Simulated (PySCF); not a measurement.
B3LYP has the VWN-RPA correlation part, as in Gaussian. 

Cartesian coordinates (Å):
SMILES: C(N=C)O
```xyz
9

C      1.4766     0.3225    -0.2640
N      0.2495     0.5299    -0.4566
C     -0.7068    -0.1356     0.4052
O     -1.6999    -0.7712    -0.3634
H      2.2101     0.8203    -0.8950
H      1.8600    -0.3451     0.5177
H     -0.2528    -0.9162     1.0268
H     -1.1391     0.6339     1.0583
H     -1.9976    -0.1384    -1.0290
```
Charge 0, multiplicity 1.

Predict the HOMO–LUMO gap, total energy, HOMO, LUMO and dipole moment from B3LYP-D3(BJ)/def2-TZVP (PySCF).


The HOMO–LUMO gap is 6.59 eV. The total energy comes out as -209.2568 Ha and the HOMO comes out as -7.52 eV. The LUMO comes out as -0.93 eV and the dipole moment comes out as 1.71 D.
